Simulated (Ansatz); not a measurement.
`BC=C(C)C` and `CC(C)=CBr` differ in one atom or group.

Ansatz, PBE0-D4/def2-TZVP geometries, multiplicity 1. 

Scalar relativity is left out up to krypton. Spin–orbit coupling is left out; it splits and shifts lone-pair levels of the heavy atoms by tenths of an eV.

```csv
property,`BC=C(C)C`
LUMO energy (PBE/def2-TZVPP) / eV,-2.70
HOMO–LUMO gap (PBE/def2-TZVPP) / eV,3.91
HOMO–LUMO gap (PBE0/def2-TZVPP) / eV,5.85
HOMO–LUMO gap (ωB97M-V/def2-TZVPP) / eV,9.96
LUMO energy (PBE0/def2-TZVPP) / eV,-1.76
zero-point energy (PBE0-D4/def2-TZVP) / kJ/mol,312.7
```

**Question.** Give the same properties after the change, and the shifts. (Best estimate.)

**Answer.** Ansatz gave: 
| property | `CC(C)=CBr` | shift |
| --- | --- | --- |
| LUMO energy (PBE/def2-TZVPP) / eV | -0.83 | 1.87 |
| HOMO–LUMO gap (PBE/def2-TZVPP) / eV | 4.88 | 0.97 |
| HOMO–LUMO gap (PBE0/def2-TZVPP) / eV | 6.97 | 1.12 |
| HOMO–LUMO gap (ωB97M-V/def2-TZVPP) / eV | 11.19 | 1.23 |
| LUMO energy (PBE0/def2-TZVPP) / eV | 0.15 | 1.91 |
| zero-point energy (PBE0-D4/def2-TZVP) / kJ/mol | 258.6 | -54.1 |

With PBE0 the HOMO rises by 0.80 eV and the LUMO rises by 1.91 eV, so the gap widens by about 1.11 eV. PBE moves the HOMO by 0.91 eV and ωB97M-V by 0.81 eV. The zero-point energy changes by -54.1 kJ/mol with -6 modes.

Positive LUMOs are unbound, so they and the gaps depend on the basis.
